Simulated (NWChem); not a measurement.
Everything below was run with NWChem. System: ClFPb, charge 0, spin multiplicity 1, at a geometry optimised with B3LYP/def2-SVP with def2 effective core potentials on Pb. The structure started from a generated list of species. Level: G0W0@PBE0/def2-TZVPD with def2 effective core potentials on Pb, RI basis def2-tzvpd-rifit, no spin-orbit coupling.

Job file:

```
start mol
memory heap 200 mb stack 700 mb global 1700 mb
geometry units angstroms nocenter noautoz
  Pb    -0.366624    -0.171686     0.000000
  F      0.991269    -1.728955     0.000000
  Cl     1.243631     1.743461     0.000000
  symmetry group Cs
end
basis spherical
  * library def2-tzvpd
end
ecp
  Pb library def2-ecp
end
basis "ri basis" bse spherical
  * library def2-tzvpd-rifit
end
dft
  xc pbe0
  iterations 100
  direct
  tolerances tight
end
task dft energy
gw
  states alpha occ 4 vir 2
end
task dft gw
```

Part of the output:

```
             Northwest Computational Chemistry Package (NWChem) 7.3.0
             --------------------------------------------------------

                                NWChem Input Module
                                -------------------

 Scaling coordinates for geometry "geometry" by  1.889725989
 (inverse scale =  0.529177249)

 Turning off AUTOSYM since
 SYMMETRY directive was detected!

                             Geometry "geometry" -> ""
                             -------------------------

 Output coordinates in angstroms (scale by  1.889725989 to convert to a.u.)

  No.       Tag          Charge          X              Y              Z
 ---- ---------------- ---------- -------------- -------------- --------------
    1 Pb                  82.0000    -0.36662400    -0.17168600     0.00000000
    2 F                    9.0000     0.99126900    -1.72895500     0.00000000
    3 Cl                  17.0000     1.24363100     1.74346100     0.00000000

 Effective nuclear repulsion energy (a.u.)     507.0868829844

            Nuclear Dipole moment (a.u.)
            ----------------------------
        X                 Y               Z
 ---------------- ---------------- ----------------
    -0.0000377945    -0.0000188973     0.0000000000

      Symmetry information
      --------------------

 Group name             Cs
 Group number              2
 Group order               2
 No. of unique centers     3

      Symmetry unique atoms

     1    2    3


 Summary of "ao basis" -> "" (spherical)
 ------------------------------------------------------------------------------
       Tag                 Description            Shells   Functions and Types
 ---------------- ------------------------------  ------  ---------------------
 *                         def2-tzvpd                 on all atoms

 Summary of "ri basis" -> "" (spherical)
 ------------------------------------------------------------------------------
       Tag                 Description            Shells   Functions and Types
 ---------------- ------------------------------  ------  ---------------------
[...]
           0.000000000000           0.000000000000         960.477839854382

     Multipole analysis of the density
     ---------------------------------

     L   x y z        total         alpha         beta         nuclear
     -   - - -        -----         -----         ----         -------
     0   0 0 0     -0.000000    -24.000000    -24.000000     48.000000

     1   1 0 0     -1.955988    -21.762542    -21.762542     41.569096
     1   0 1 0     -0.070726     -9.768538     -9.768538     19.466351
     1   0 0 1      0.000000      0.000000      0.000000      0.000000

     2   2 0 0    -35.123581    -85.578290    -85.578290    136.032998
     2   1 1 0      0.805794    -40.342614    -40.342614     81.491022
     2   1 0 1     -0.000000     -0.000000     -0.000000      0.000000
     2   0 2 0    -40.285406   -161.603629   -161.603629    282.921851
     2   0 1 1     -0.000000     -0.000000     -0.000000      0.000000
     2   0 0 2    -30.443780    -15.221890    -15.221890      0.000000

 Task  times  cpu:       20.4s     wall:       20.4s

                                NWChem Input Module
                                -------------------

                                 NWChem GW Module
                                 ----------------

                             ***********************
                             ***        GW       ***
                             ***********************

 Summary of "ri basis" -> "ri basis" (spherical)
 ------------------------------------------------------------------------------
       Tag                 Description            Shells   Functions and Types
 ---------------- ------------------------------  ------  ---------------------
 Pb                     def2-tzvpd-rifit            42      200   10s9p9d7f4g3h
 F                      def2-tzvpd-rifit            26       92   9s7p5d4f1g
 Cl                     def2-tzvpd-rifit            33      129   10s8p7d6f2g

                 Memory Information
                 ------------------
          Available GA per process is          1699.8 MBs
          Available stack per process is        700.0 MBs
          Available heap per process is           0.0 MBs

          Peak memory in Initialization
              Peak GA per process is                 13.3 MBs
              Peak stack per process is               0.2 MBs
              Peak heap per process is               14.0 MBs
              Memory not in MA per process            0.0 MBs

          Peak memory in AFF Calculation
              Peak GA per process is                 82.0 MBs
              Peak stack per process is              61.2 MBs
              Peak heap per process is                0.0 MBs
              Memory not in MA per process           61.2 MBs

          Computing 2-center integrals
          Computing Inverse Cholesky factor
          Computing 3-center integrals
          Computing V_xc ...

          Computing Sigma_x
          Computing RPA polarizability
          Solving quasiparticle equations

                  Alpha Orbitals
          State     Energy (eV)     Error (eV)
          -----------------------------------
@GW        21        -12.172           0.004
@GW        22        -10.527           0.004
@GW        23        -10.598           0.004
@GW        24        -10.333           0.004
@GW        25         -1.135           0.004
@GW        26          0.617           0.004

   Applying  -1.8272 eV scissor-shift to rest of particle states

   Applying   1.9969 eV scissor-shift to rest of hole states

     GW Timing Statistics
   ------------------------
   Init.   :          0.1s
     ERIs  :          1.4s
     Distr.:          0.0s
     Vxc   :          2.2s
   Sigma_x :          0.0s
   RPA     :          3.4s
   Wmn     :          0.1s
   Sigma_c :          0.0s
   GW total:          7.2s

 Task  times  cpu:        7.2s     wall:        7.2s

 Total times  cpu:       27.6s     wall:       27.6s
```
